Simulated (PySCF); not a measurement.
C₄H₁₀N₂, SMILES C/N=C\CCN. Geometry: B3LYP-D3(BJ)/def2-SVP. The structure was generated by enumeration; whether it is a known compound was not checked. Other conformers were not sampled.

Computed equilibrium geometry at B3LYP-D3(BJ)/def2-SVP (PySCF confirms it by a frequency run) as Cartesian coordinates in Å (one conformer of several):
```xyz
16

C      2.2658     0.2159     0.4961
N      1.7958    -0.7717    -0.4468
C      0.6290    -0.7190    -0.9468
C     -0.4811     0.2735    -0.6819
C     -1.3701    -0.1434     0.5136
N     -2.5017     0.7238     0.7932
H      2.5173    -0.2920     1.4428
H      1.5725     1.0463     0.7289
H      3.2097     0.6473     0.1220
H      0.3669    -1.5364    -1.6422
H     -0.0798     1.2828    -0.4925
H     -1.1138     0.3440    -1.5830
H     -1.7465    -1.1667     0.3430
H     -0.7405    -0.2042     1.4177
H     -2.1850     1.6783     0.9681
H     -3.1216     0.7745    -0.0160
```
